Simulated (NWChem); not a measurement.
SnBr4; SMILES [Br][Sn]([Br])([Br])[Br]

Computed with NWChem. The geometry was optimised at PBE0/def2-SVP (def2 core potentials past Kr). No frequency run checked for a minimum.

Problem. Predict the results for Hartree-Fock/STO-3G (all-electron, non-relativistic). Quantities: highest occupied level (eV); orbital gap (eV).

Solution. 
* **highest occupied level (eV)**: -9.10
* **orbital gap (eV)**: 14.15
